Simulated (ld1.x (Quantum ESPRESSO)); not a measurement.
# Reading a pseudo-wave (aluminium)

Columns: radius, all-electron u(r) and pseudo u(r) of the 3p shell (level -17.39 eV) of aluminium in the configuration [Ne] 3s1 3p0; LDA (PZ), scalar-relativistic, ultrasoft scheme, ld1.x (Quantum ESPRESSO) 7.5.

| r (bohr) | all-electron | pseudo |
| --- | --- | --- |
| 0.115 | 0.1294 | -0.0065 |
| 0.230 | 0.2652 | -0.0257 |
| 0.345 | 0.3100 | -0.0567 |
| 0.460 | 0.2797 | -0.0979 |
| 0.575 | 0.2033 | -0.1474 |
| 0.690 | 0.1030 | -0.2030 |
| 0.805 | -0.0063 | -0.2622 |
| 0.920 | -0.1156 | -0.3226 |
| 1.035 | -0.2190 | -0.3821 |
| 1.150 | -0.3133 | -0.4385 |
| 1.265 | -0.3968 | -0.4903 |
| 1.380 | -0.4686 | -0.5364 |
| 1.495 | -0.5287 | -0.5759 |
| 1.610 | -0.5776 | -0.6087 |
| 1.725 | -0.6156 | -0.6346 |
| 1.840 | -0.6437 | -0.6540 |
| 1.955 | -0.6626 | -0.6672 |
| 2.070 | -0.6732 | -0.6746 |
| 2.185 | -0.6764 | -0.6766 |
| 2.300 | -0.6732 | -0.6732 |
| 2.415 | -0.6644 | -0.6644 |
| 2.530 | -0.6509 | -0.6509 |
| 2.645 | -0.6336 | -0.6336 |
| 2.760 | -0.6131 | -0.6131 |
| 2.875 | -0.5902 | -0.5902 |
| 2.990 | -0.5654 | -0.5654 |

Question: How many radial nodes do the two functions have?

Answer: The all-electron 3p function has n − l − 1 = 1; the pseudo-wave has 0, since the states of the same l below it are removed with the core.

Question: At about which radius was the pseudo-wave matched?

Answer: 2.30 bohr, where the columns begin to agree (steps of 0.12 bohr).

Question: Where does each function peak?

Answer: Outermost all-electron maximum near 2.19 bohr, pseudo maximum near 2.19 bohr (to the table’s step).

Question: Is the pseudo-wave norm-conserving?

Answer: No, it belongs to an ultrasoft set: the norm inside the radius is not constrained, and the difference is carried by the augmentation charge.
